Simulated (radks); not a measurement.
Tc III, configuration [Kr] 4d5 (the NIST ground configuration).

Calculated with a radial shooting solver on a logarithmic mesh with Libxc functionals: Dirac Kohn-Sham, PBE, spin-unpolarised, spherical densities, finite nucleus; open shells fill j = l - 1/2 first; Fermi nuclear charge, rms radius 4.4112 fm.

Energy parts (hartree):
| part | energy |
|---|---|
| total | -4285.38339 |
| kinetic | 4451.38611 |
| electron-nucleus | -10331.36135 |
| Hartree | 1722.68640 |
| exchange-correlation | -128.09454 |

Orbitals (lengths in bohr, moments of r in powers of bohr):
orbital,occ.,eigenvalue (hartree),<r^4>,<1/r>,<r^2>,small-component weight
1s1/2,2,-767.0947,6.520e-06,44.71,0.001586,2.46e-02
2s1/2,2,-109.9231,0.001196,10.20,0.02632,5.07e-03
2p1/2,2,-101.4088,0.0007910,10.18,0.01983,5.08e-03
2p3/2,4,-97.06298,0.0008905,9.668,0.02119,4.91e-03
3s1/2,2,-19.63583,0.06033,3.507,0.1975,1.37e-03
3p1/2,2,-16.36345,0.06188,3.408,0.1948,1.31e-03
3p3/2,4,-15.63676,0.06824,3.284,0.2048,1.27e-03
3d3/2,4,-9.84845,0.06895,3.102,0.1892,1.15e-03
3d5/2,6,-9.70878,0.07116,3.070,0.1924,1.14e-03
4s1/2,2,-3.28724,2.430,1.296,1.269,3.18e-04
4p1/2,2,-2.33252,3.637,1.175,1.518,2.70e-04
4p3/2,4,-2.22439,4.032,1.139,1.597,2.59e-04
4d3/2,4,-0.83073,18.10,0.8264,3.102,1.46e-04
4d5/2,1,-0.81945,18.82,0.8177,3.163,1.43e-04
5s1/2,0,-0.67549,121.8,0.4532,9.072,5.20e-05
5p1/2,0,-0.48844,242.4,0.3789,12.74,3.77e-05
5p3/2,0,-0.47684,261.9,0.3705,13.27,3.65e-05

The highest occupied level is 4d5/2 at -22.298 eV. Summed over all electrons, <r^2> = 31.23 bohr^2, which gives a Langevin (diamagnetic) susceptibility term of -24.7 x 10^-6 cm^3/mol.
